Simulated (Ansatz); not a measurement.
Ag₂Se⁺. Total charge 1; quartet. Geometry PBE-D4/def2-TZVP; atoms count from 1.

| atom | x (Å) | y (Å) | z (Å) |
| --- | --- | --- | --- |
| Ag1 | -0.069 | 0.230 | 1.530 |
| Ag2 | 1.394 | 0.131 | -0.662 |
| Se3 | -1.325 | -0.360 | -0.869 |

In the def2 sets Ag takes a core potential; there is no spin–orbit coupling. At PBE0-D4/def2-TZVP a doublet of charge 1 lies 2.42 eV below the quartet, each at its own geometry. The structure comes from a short search, and lower isomers may exist.

(1) Estimate the Mulliken populations from the PBE0/def2-TZVP orbitals of Ansatz.

(2) Where does the spin sit?

(3) And the Mayer bond orders between bonded heavy atoms (over 0.3)?

Results:

(1) 
```
atom  charge (e)  spin (α − β)  d electrons
 Ag1        0.33          0.45         9.89
 Ag2        0.33          0.45         9.89
 Se3        0.33          2.09            –
```
Mulliken values and Mayer orders depend strongly on the basis.

(2) Summed by element: Ag 0.91, Se 2.09, of 3 unpaired in all. Largest on single atoms: Se3 2.09, Ag1 0.45, Ag2 0.45.

(3) Ag1–Ag2 0.70 (2.64 Å); Ag1–Se3 0.43 (2.77 Å); Ag2–Se3 0.43 (2.77 Å).
